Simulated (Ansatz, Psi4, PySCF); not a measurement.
H₂S₂, charge +1, doublet, geometry from GFN2-xTB (a state made from the parent by changing its charge; the spin is typed, not shown lowest). Base run: MP2/aug-cc-pVDZ (PySCF).

The PySCF input:
```python
from pyscf import gto, scf, mp

mol = gto.Mole()
mol.atom = '''
    S    -0.80955851   -0.03765018    0.59460666
    S     0.80955851    0.03765018   -0.59460666
    H    -1.71863123   -0.08126760   -0.40514565
    H     1.71863123    0.08126760    0.40514566
'''
mol.basis = 'aug-cc-pvdz'
mol.charge = 1
mol.spin = 1
mol.verbose = 4
mol.build()

mf = scf.UHF(mol)
mf.kernel()

pt = mp.MP2(mf)
pt.kernel()
print('E(MP2) = %.10f' % pt.e_tot)
```

The same geometry, method and basis name were run in Ansatz (a quantum-chemistry and plane-wave program) and Psi4 and PySCF, at each program's defaults and at the settings that a row names. The base is PySCF at its defaults. Differences at the defaults can come from grids, fitting, cores and function types together.

```tsv
code and settings	ΔE vs base (mEh)	basis functions	E (Eh)	SCF cycles
PySCF, defaults (exact integrals, spherical functions, all electrons correlated)	0.000	72	-796.20721	10
Psi4, defaults (density fitting with its default set, spherical functions, all electrons correlated)	0.269	72	-796.20695	13
Ansatz, defaults (factorised integrals, spherical functions, frozen core)	16.408	72	-796.19081	-
PySCF, frozen core	16.406	72	-796.19081	10
Psi4, exact integrals, spherical functions, frozen core	16.406	72	-796.19081	13
Ansatz, high accuracy, frozen core	16.406	72	-796.19081	-
```

Open shells are given as the SCF converged; they aren't shown to be the lowest states, and a large step between rows can be another state.
